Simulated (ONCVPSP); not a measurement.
## Configuration tests for carbon (ONCV)

```json
{
  "Element": "C (Z = 6)",
  "Generator": "ONCVPSP 4.0.1",
  "Type": "optimised norm-conserving Vanderbilt (ONCV)",
  "Functional": "PBEsol",
  "Relativity": "fully relativistic",
  "Frozen core": "[He]",
  "Valence charge": "4",
  "Reference configuration": "2s2 2p2",
  "Partial waves": "2s: rc 1.25 bohr, ncon 4, nbas 6, qcut 5.7 1/bohr, 1 projector; 2p: rc 2.50 bohr, ncon 3, nbas 7, qcut 5.3 1/bohr, 3 projectors, debl 2.7 Ha",
  "Local potential": "polynomial inside 0.80 bohr (lpopt 5, dvloc0 0 Ha)",
  "Core correction": "none"
}
```

Open shells are filled in proportion to 2j + 1.

Energies are relative to the spin-unpolarised reference configuration 2s2 2p2; without spin polarisation the order of configurations can differ from experiment.

Question: Give the all-electron excitation energy and the error of the potential for: 2s2 2p1; 2s2 2p0; 2s1 2p0; 2s2 2p1.5.

Answer:

```
valence configuration  charge  ΔE all-electron (eV)  error AE − PS (meV)
              2s2 2p1      +1                10.789                  +96
              2s2 2p0      +2                34.807                 +746
              2s1 2p0      +3                82.771                +1467
            2s2 2p1.5    +0.5                 3.933                  +15
```

Levels in the configuration 2s2 2p0:

```csv
level,all-electron (eV),pseudo (eV)
2s j=1/2,-40.178,-39.571
```

Note: ghosts flagged at negative energy: p3/2 at -823.4 eV, p1/2 at -761.1 eV; no localised positive-energy state flagged. A true bound ghost makes a file unfit for plane-wave use.
